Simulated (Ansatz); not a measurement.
Geometry optimisation, Ansatz 0.2.0, RKS PBE0/def2-SVP.

Input:

```yaml
crystal:
  periodic: [false, false, false]
  atoms:
    - { symbol: "N", position_ang: [-1.372, -1.3609, 1.0284] }
    - { symbol: Si, position_ang: [-0.0199, -1.105, 0.0915] }
    - { symbol: O, position_ang: [0.9368, -2.263, 0.7187] }
    - { symbol: C, position_ang: [0.7377, 0.6298, 0.2511] }
    - { symbol: C, position_ang: [-0.11, 1.699, -0.4933] }
    - { symbol: O, position_ang: [0.2101, 1.6854, -1.8626] }
    - { symbol: H, position_ang: [-1.51601, -0.57223, 1.62765] }
    - { symbol: H, position_ang: [-2.13929, -1.45405, 0.44073] }
    - { symbol: H, position_ang: [-0.3325, -1.4702, -1.2501] }
    - { symbol: H, position_ang: [1.7897, -2.4326, 0.2622] }
    - { symbol: H, position_ang: [0.6824, 0.8687, 1.343] }
    - { symbol: H, position_ang: [1.7198, 0.6226, -0.0847] }
    - { symbol: H, position_ang: [-1.2451, 1.6332, -0.3719] }
    - { symbol: H, position_ang: [0.1638, 2.7007, -0.0806] }
    - { symbol: H, position_ang: [-0.3108, 2.3557, -2.2876] }
basis:
  gaussian: { orbitals: def2-SVP }
hamiltonian:
  xc: pbe0
relax:
  f_tol: 0.015
  max_steps: 40
output:
  orbitals: {}
```

Launched with:

```bash
$ ansatz run input.yaml --threads 2 --pin off --max-ram 3072MiB --backend cpu --events-out ev --progress --plain --runs-dir out
```

Problem. Where does it end, and by what steps?

Solution. The run converged. The force dipped under the threshold on the way, but the program's further checks kept it going. After 21 steps the energy has fallen by 0.825 eV; N1 moved furthest, 0.61 Å.

```tsv
step	energy less start (eV)	largest force component (eV/Å)	accepted
0	0.0000	4.030	yes
1	-0.5855	0.927	yes
2	-0.6873	0.379	yes
3	-0.7359	0.528	yes
4	-0.4581	2.321	no
5	-0.7718	0.351	yes
6	-0.8004	0.361	yes
7	-0.8217	0.094	yes
8	-0.8240	0.077	yes
9	-0.8245	0.111	yes
10	-0.8247	0.036	yes
11	-0.8249	0.015	yes
12	-0.8250	0.021	yes
13	-0.8250	0.012	yes
14	-0.8251	0.044	yes
15	-0.8251	0.039	yes
16	-0.8252	0.034	yes
17	-0.8252	0.033	yes
18	-0.8252	0.029	yes
19	-0.8253	0.026	yes
20	-0.8253	0.020	yes
21	-0.8253	0.014	yes
```

```xyz
15
Properties=species:S:1:pos:R:3
N -1.591 -0.988 0.595
Si 0.026 -1.057 0.000
O 0.934 -2.164 0.878
C 0.785 0.652 0.227
C -0.014 1.777 -0.402
O -0.120 1.517 -1.781
H -1.751 -0.629 1.531
H -2.217 -1.763 0.408
H -0.026 -1.517 -1.419
H 1.754 -2.462 0.473
H 0.900 0.826 1.311
H 1.808 0.647 -0.190
H -1.013 1.820 0.076
H 0.480 2.753 -0.215
H -0.759 2.128 -2.159
```

Run time: 95 s on 2 threads of Arm Neoverse V2 (shared host), peak memory 0.34 GiB.
